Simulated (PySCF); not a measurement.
## Ionisation energy of Xe by level of theory

Xe [Xe] → Xe⁺ [Kr] 4d10 5s2 5p5 [5p1/2^2 5p3/2^3, M_J = 3/2], as a difference of total energies. All numbers are calculated (PySCF 2.14, the two-component X2C-1e Hamiltonian, in x2c-TZVPPall-2c). Correlated levels: [Ar] 3d10 frozen; the 6 highest virtual spinors dropped. "Screened" scales the spin-orbit matrix elements by Boettger's factors to mimic the two-electron term; Breit and QED terms are absent.

| method | ionisation energy (eV) |
| --- | --- |
| GHF (spin-free) | 11.660 |
| GMP2 (spin-free) | 12.421 |
| GHF (screened spin-orbit) | 11.239 |
| GMP2 (screened spin-orbit) | 12.001 |

Problem. How much does correlation contribute at GMP2 (screened spin-orbit)?

Solution. 12.001 − (11.239) = 0.762 eV, measured against GHF (screened spin-orbit).

The spin-free rows lack the spin-orbit shift.

Errors of the correlated levels include the incompleteness of this basis and the frozen core.

For comparison: 12.130 eV (measured; NIST Atomic Spectra Database, ionization energies).
